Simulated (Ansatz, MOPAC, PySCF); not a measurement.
Isomers of CH4S2. All species are isolated molecules in the gas phase. One relaxed conformer stands for each flexible species; it need not be the lowest. Strings in code marks are SMILES.

Quantity: electronic energy of isomers of CH4S2 relative to `CSS` (C–S–S–H torsion 87°), in kJ/mol. Semi-empirical values (MOPAC) are differences of heats of formation.

Level 1: frozen-core CCSD(T)/cc-pVQZ // B3LYP-D3(BJ)/def2-TZVP (Ansatz, a quantum-chemistry and plane-wave program)
Level 2: BP86/6-31G* // B3LYP-D3(BJ)/def2-TZVP (PySCF)
Level 3: M06-2X/6-31G* // B3LYP-D3(BJ)/def2-TZVP (PySCF)
Level 4: PM3 // B3LYP-D3(BJ)/def2-TZVP (MOPAC)

```tsv
species	level 1	level 2	level 3	level 4
`SCS` (H–S–C–S torsion 56°, S–C–S–H torsion 56°)	22.30	24.32	20.56	3.65
```
